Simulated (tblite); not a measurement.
A tight-binding relaxation on `CS(=O)(=O)[SiH2][SiH3]`.

Computed with GFN2-xTB geometry optimisation, gas phase (tblite 0.8.0). Start geometry: from a force field or distance geometry. The input is one job of a driver script: a line of settings, then coordinates in Å.

Input:
```
{"job": {"kind": "relax", "xc": "GFN2-xTB", "basis": "xTB"}, "charge": 0, "multiplicity": 1}
C     -1.962900     0.463300     0.423700
S     -1.094700    -0.776100    -0.457000
O     -1.003500    -1.973200     0.484300
O     -1.852900    -1.106800    -1.718700
Si     0.853200    -0.244300    -0.995200
Si     2.114000     0.432400     0.692200
H     -2.687400    -0.055600     1.101800
H     -2.513900     1.171700    -0.223400
H     -1.325500     1.077200     1.101600
H      1.490300    -1.473900    -1.520100
H      0.865200     0.722400    -2.110000
H      1.716700     1.820900     1.017000
H      1.836500    -0.466900     1.822300
H      3.564400     0.408300     0.359200
```

Estimate the output.

```
step      E/eV     max force
  0    -571.49269    5.491
  1    -571.98222    0.991
  2    -572.03106    0.647
  3    -572.07970    0.577
  4    -572.11758    0.660
  5    -572.15478    0.547
  6    -572.17713    0.333
  7    -572.19370    0.339
  8    -572.20655    0.315
  9    -572.21940    0.307
... (162 lines left out)
172    -572.47862    0.019
173    -572.47868    0.019
174    -572.47872    0.023
175    -572.47877    0.019
176    -572.47883    0.017
177    -572.47890    0.016
178    -572.47896    0.018
179    -572.47899    0.012
180    -572.47901    0.013
181    -572.47902    0.004
```

«max force» is the largest atomic force in eV/Å.

From which step on does the largest force stay under 0.1 eV/Å, and how much energy is left to gain from there?

From step 165 (0.036 eV/Å), 2.0 meV above the end.

Summary of the converged run: energy lowered by 22.7 kcal/mol over 181 steps; largest atomic force 0.004 eV/Å at the end.

Where do the atoms end?

0.962 Å rms from the input after alignment:
```
atom  x, y, z in Å
C1    -2.2300    0.5455    0.0346
S2    -0.7849   -0.5714   -0.1334
O3    -0.1473   -0.5047    1.2149
O4    -1.2977   -1.8816   -0.4820
Si5    1.0464    0.0104   -1.2311
Si6    2.0686   -0.0666    0.8833
H7    -2.8420    0.1626    0.8404
H8    -2.7692    0.5318   -0.9035
H9    -1.8509    1.5319    0.2678
H10    0.9647   -0.9192   -2.3615
H11    0.4987    1.2377   -1.8411
H12    1.6966    1.0900    1.6976
H13    2.1502   -1.4020    1.4605
H14    3.4961    0.2350    0.5315
```

Time: 1.4 s of wall time. Hardware: one thread, Arm Neoverse V1 (aarch64), shared host.
Labels such as C1 count atoms from 1, the log's own numbers from 0.
